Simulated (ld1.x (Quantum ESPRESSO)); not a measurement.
Configuration tests for selenium (Se) (RRKJ)

```json
{"Element": "selenium (Se)", "Generator": "ld1.x (Quantum ESPRESSO) 7.5", "Type": "norm-conserving RRKJ (Kleinman–Bylander form)", "Functional": "PW91", "Relativity": "fully relativistic", "Frozen core": "[Ar] 3d10", "Valence charge": "6", "Reference configuration": "4s2 4p4", "Partial waves": "4s (bound): rc 1.30 bohr; 4p (bound): rc 1.90 bohr", "Local potential": "the p channel", "Core correction": "a·sin(br)/r model core, default radius (core density twice the valence density)"}
```

Open shells are filled in proportion to 2j + 1 (rel_dist='average').

Energies are relative to the spin-unpolarised reference configuration 4s2 4p4; without spin polarisation the order of configurations can differ from experiment. The p channel is local and has no spin–orbit splitting in the pseudo-atom.

| valence configuration | charge | ΔE all-electron (eV) | error AE − PS (meV) |
| --- | --- | --- | --- |
| 4s2 4p3 | +1 | 10.906 | +2.6 |
| 4s2 4p2 | +2 | 31.336 | -3.4 |
| 4s2 4p0 | +4 | 104.629 | -165 |
| 4s2 4p3.5 | +0.5 | 4.338 | +1.6 |
| 4s0 4p6 | 0 | 22.002 | -24 |

**Question.** What are ΔE and the potential's error for 4s1 4p4?

**Answer.** ΔE = 22.460 eV all-electron; the error (AE − PS) is -6.9 meV.

**Question.** What are ΔE and the potential's error for 4s2 4p1?

**Answer.** ΔE = 62.311 eV all-electron; the error (AE − PS) is -42 meV.

Levels in the configuration 4s2 4p3.5:

```
   level  all-electron (eV)  pseudo (eV)
4s j=1/2            -21.972      -21.973
4p j=1/2            -11.125      -10.847
4p j=3/2            -10.713      -10.847
```
